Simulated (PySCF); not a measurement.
**Computed properties of Te(I)(SiH3) (H3ISiTe), SMILES [SiH3][Te]I**

Te(I)(SiH3) (H₃ISiTe), SMILES [SiH3][Te]I. Geometry: B3LYP-D3(BJ)/def2-SVP. The def2 effective core potentials stand for the cores of I, Te; spin–orbit coupling is left out. One conformer was computed; it need not be the lowest. All values are computed for the isolated molecule unless a solvent is named; none is compared with measurement here.

**Structure.** The optimised structure has Cs symmetry. All 12 harmonic modes at B3LYP-D3(BJ)/def2-SVP (PySCF) are real, so it is a minimum. With heavy atoms numbered as in [Te:1]([I:2])[SiH3:3], the shortest bond between them is Te1–Si3 at 2.530 Å and the longest Te1–I2 at 2.759 Å.

**Vibrations.** The strongest infrared lines (harmonic, unscaled, degenerate partners summed) lie at 880 cm⁻¹ (414 km/mol, H 92 %), 2218 cm⁻¹ (86 km/mol, H 98 %), 2248 cm⁻¹ (73 km/mol, H 96 %). The softest mode is at 76 cm⁻¹ and the zero-point energy is 16.1 kcal/mol.

**Electronic structure.** r2SCAN/def2-TZVPD (PySCF) places the frontier levels at -5.68 and -3.76 eV, a gap of 1.92 eV, and gives a dipole moment of 1.44 D and a mean polarisability of 110.7 bohr³.

**Excitations.** TDDFT-PBE0/def2-SVPD (PySCF) has S1 at 1.94 eV (640 nm, f = 0.001, dark); the most intense of the 10 singlets computed lies at 5.92 eV (f = 0.15). T1 (TDA) is at 1.36 eV.
